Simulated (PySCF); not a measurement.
Bi(F)(TeH)2 (BiFH2Te2), SMILES [TeH][Bi]([F])[TeH].

Geometry optimised at PBE-D3(BJ)/def2-SVP. The structure was generated by enumeration; whether it is a known compound was not checked. The def2 effective core potentials stand for the cores of Bi, Te; spin–orbit coupling is left out.

Computed with PBE/def2-TZVP (PySCF).

The molecule is in vacuum.

* **total energy**: -851.78968 hartree
* **highest occupied level**: -5.63 eV
* **lowest empty level**: -3.03 eV
* **orbital gap**: 2.60 eV
* **dipole moment**: 2.89 D
* **quadrupole, principal values (traceless, Buckingham form, about the centre of nuclear charge)**: -15.83, 5.34, 10.50 D·Å
* **mean static polarisability**: 133.5 bohr³ (19.78 Å³)
* **polarisability, principal values**: 86.8, 133.8, 179.9 bohr³
